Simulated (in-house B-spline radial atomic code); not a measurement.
A run on Ne (an excited or competing configuration) that did not converge. Method: scalar-relativistic (X2C) TPSSh, spin-polarised, spherical fractional occupations, Fermi nucleus of rms radius 3.0055 fm; computed with an all-electron radial atomic-structure program (B-spline basis).

Command:
```bash
python run_scf.py task.json out
```
Settings (nuclear radius in fm, mass in u):
```
Z                10
configuration    [He] 2s1 2p6 3d1
hamiltonian      x2c
method           tpssh
spin_polarised   True
nucleus          fermi
rms_radius       3.0055
atomic_mass      19.99244
speed_of_light   137.035999084
```

First and last ten iterations of the last attempt (damped for 15 steps, keeping 80 % of the old Fock matrix, then DIIS):
```
 iter        energy (Eh)    residual
    1        -127.459636    1.43e-02
    2        -127.460652    7.48e-04
    3        -127.460668    5.17e-04
    4        -127.460678    3.74e-04
    5        -127.460685    2.76e-04
    6        -127.460689    2.08e-04
    7        -127.460693    1.62e-04
    8        -127.460696    1.40e-04
    9        -127.460698    1.23e-04
   10        -127.460700    1.09e-04
  111        -127.460708    5.11e-07
  112        -127.460708    4.91e-07
  113        -127.460708    4.38e-07
  114        -127.460708    3.67e-07
  115        -127.460708    3.33e-07
  116        -127.460708    3.26e-07
  117        -127.460708    1.88e-06
  118        -127.460708    2.03e-06
  119        -127.460708    1.75e-06
  120        -127.460708    2.08e-06
 not converged after 120 iterations
```

The smallest residual met was 3.2e-07; the threshold is about 1e-07. Over the last five steps the energy moves by less than 1e-08 hartree, but the orbitals didn't meet the threshold. Time taken, with all properties: 4.6 s on 1 thread of Arm Neoverse V2 (shared host).
